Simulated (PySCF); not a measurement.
C₂H₄ClGaO, SMILES [OH][Ga]([CH]=C)[Cl].

The structure is a stationary point at B3LYP-D3(BJ)/def2-SVP. The structure was generated by enumeration; whether it is a known compound was not checked. The values are those of a single conformer.

These are PBE/def2-TZVP (PySCF) values and carry that method's errors.

Symmetry labels are those of the subgroup Cs that the program uses (full group Cs).

Computed valence orbital energies around the gap with their symmetry:
```json
[
 {"orbital": "HOMO−7", "symmetry": "A'", "energy (eV)": "-10.55"},
 {"orbital": "HOMO−6", "symmetry": "A'", "energy (eV)": "-9.86"},
 {"orbital": "HOMO−5", "symmetry": "A'", "energy (eV)": "-8.16"},
 {"orbital": "HOMO−4", "symmetry": "A\"", "energy (eV)": "-8.00"},
 {"orbital": "HOMO−3", "symmetry": "A'", "energy (eV)": "-7.83"},
 {"orbital": "HOMO−2", "symmetry": "A\"", "energy (eV)": "-7.42"},
 {"orbital": "HOMO−1", "symmetry": "A'", "energy (eV)": "-7.23"},
 {"orbital": "HOMO", "symmetry": "A\"", "energy (eV)": "-7.23"},
 {"orbital": "LUMO", "symmetry": "A\"", "energy (eV)": "-2.38"},
 {"orbital": "LUMO+1", "symmetry": "A'", "energy (eV)": "-1.37"},
 {"orbital": "LUMO+2", "symmetry": "A\"", "energy (eV)": "-0.29"},
 {"orbital": "LUMO+3", "symmetry": "A'", "energy (eV)": "0.39"}
]
```
